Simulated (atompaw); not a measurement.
**Before and after: PAW (atompaw) potential for thallium (Tl)**

* Element: thallium
* Generator: atompaw 4.2.0.5
* Type: PAW
* Functional: PBE
* Relativity: scalar-relativistic
* Frozen core: [Xe] 4f14 5d10
* Valence charge: 3
* Reference configuration: 6s2 6p1
* Partial waves: 6s (bound): rc 2.20 bohr; 6s channel at -0.35 Ry: rc 2.20 bohr; 6p (bound): rc 2.20 bohr; 6p channel at 0.3 Ry: rc 2.20 bohr; 6d channel at -0.05 Ry: rc 2.20 bohr; 6d channel at 1.9 Ry: rc 2.15 bohr
* Local potential: bessel scheme, radius 1.95 bohr
* Core correction: smooth core density matched at 1.45 bohr
* Augmentation charge: sinc compensation charge, radius 1.65 bohr; PAW radius 2.20 bohr; waves and projectors: custom rrkj vanderbiltortho

All-electron outer shells of the reference configuration (PBE, scalar-relativistic, ld1.x):

| shell | level (eV) | outermost node (bohr) | outermost maximum (bohr) |
| --- | --- | --- | --- |
| 5p | -76.10 | 0.50 | 0.91 |
| 5d | -15.49 | 0.53 | 1.11 |
| 6s | -9.55 | 1.04 | 2.08 |
| 6p | -2.37 | 1.23 | 2.91 |

Change: wave 6p channel at 0.3 Ry: rc 2.20 bohr becomes 6p channel at 2.78 Ry: rc 2.20 bohr.

Cutoffs: the cutoffs (Ry, on a coarse ladder) from which the occupation-weighted sum of valence levels, in a spherical-Bessel basis at the reference potential, stays within 10 and 1 mRy of its value at 400 Ry; they do not see the model core or the augmentation charge, which bear on the density cutoff.

What does the change do?

Both files are very soft, the changed one slightly harder (loose and tight cutoff 6 and 12 Ry → 8 and 12 Ry on this coarse ladder); both files keep a bound ghost (d); the range in which the p phases agree widens (upper end 1.1 → 4.6).

| quantity | base | changed |
| --- | --- | --- |
| cutoff, loose | 6 Ry | 8 Ry |
| cutoff, tight | 12 Ry | 12 Ry |
| bound ghosts | d | d |
| s: phases at 2.21 bohr within 0.05 rad from the reference energy up to (Ry; the scan ends near 5) | 4.5 | 4.5 |
| p: phases at 2.21 bohr within 0.05 rad from the reference energy up to (Ry; the scan ends near 5) | 1.1 | 4.6 |
| d: phases at 2.21 bohr within 0.05 rad from the reference energy up to (Ry; the scan ends near 5) | to the end of the scan | to the end of the scan |
| lowest overlap eigenvalue by channel | s 0.38, p 0.61, d 0.22 | s 0.38, p 0.57, d 0.22 |

 A true bound ghost makes a file unfit for plane-wave use even where its test errors are small: the radial tests pick states by their node count and pass the ghost by. The cutoffs see the waves, projectors and local potential, not the compensation charge or the core.
